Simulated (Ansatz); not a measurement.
Reaction (ligand exchange at the Si–N bond): `N[SiH2]S[SiH2]N` + H–F → `N[SiH2]S[SiH2]F` + NH₃

Gas-phase electronic energies from Ansatz, PBE0-D4/def2-TZVP geometries. CBS: MP2 limit from def2 TZ/QZ plus the TZ coupled-cluster correction, frozen cores. This one scheme is used for every species. DFT in def2-TZVPP. B3LYP here is the variant with VWN-RPA as its local correlation; programs differ in this. Each species was taken in one conformer, which may not be the lowest.

`N[SiH2]S[SiH2]N`:

Z-matrix (Å, degrees):
```
Si
S 1 2.159
N 1 1.709 2 117.5
H 1 1.483 2 106.6 3 -121.8
H 1 1.482 2 104.6 3 119.2
Si 2 2.124 1 96.2 3 79.7
H 3 1.009 1 116.7 2 -63.2
H 3 1.008 1 119.4 2 75.5
N 6 1.726 2 110.0 1 -51.7
H 6 1.488 2 104.6 1 -176.2
H 6 1.484 2 112.5 1 65.0
H 9 1.009 6 118.7 2 -67.3
H 9 1.009 6 117.7 2 154.8
```

H–F:

```xyz
2

F     0.293    0.342    0.092
H    -0.293   -0.342   -0.092
```

`N[SiH2]S[SiH2]F`:

```xyz
11

N    -0.550    1.781   -0.907
Si    0.849    0.931   -0.429
S     0.886   -1.201   -0.815
Si   -0.314   -1.804    0.809
F     0.545   -1.977    2.146
H    -0.788    1.868   -1.883
H    -1.378    1.747   -0.334
H     2.002    1.430   -1.211
H     1.006    1.130    1.030
H    -1.350   -0.785    1.107
H    -0.908   -3.119    0.488
```

NH₃:

Z-matrix (Å, degrees):
```
N
H 1 1.013
H 1 1.013 2 107.1
H 1 1.013 2 107.1 3 -114.5
```

(1) Is it downhill or uphill in electronic energy at CCSD(T)/CBS, and by how much? (Best estimate.)

(2) What do these levels give: PBE0-D4, B3LYP-D4, ωB97X-V, ωB97M-V, PBE, r2SCAN, B3LYP, MP2/def2-TZVPP, CCSD/def2-TZVPP, CCSD(T)/def2-TZVPP, MP2/def2-QZVPP, HF/CBS(def2)? (Estimate.)

Largest T1 diagnostic among the species: 0.012.

Results:

(1) Computed: Downhill: ΔE = -0.81 eV.

(2) Computed: PBE0-D4 -0.77, B3LYP-D4 -0.84, ωB97X-V -0.85, ωB97M-V -0.83, PBE -0.85, r2SCAN -0.89, B3LYP -0.95, MP2/def2-TZVPP -0.78, CCSD/def2-TZVPP -0.84, CCSD(T)/def2-TZVPP -0.81, MP2/def2-QZVPP -0.79, HF/CBS(def2) -1.03 eV.

The D4 term adds +0.10 eV with B3LYP and +0.06 eV with PBE0; it sums over pairs of atoms, weighted by their polarisabilities, and B3LYP, whose exchange is more repulsive, gets the larger term. In def2-TZVPP, CCSD(T) changes the Hartree–Fock value by +0.19 eV (the triples alone add +0.03 eV) and MP2 by +0.22 eV.
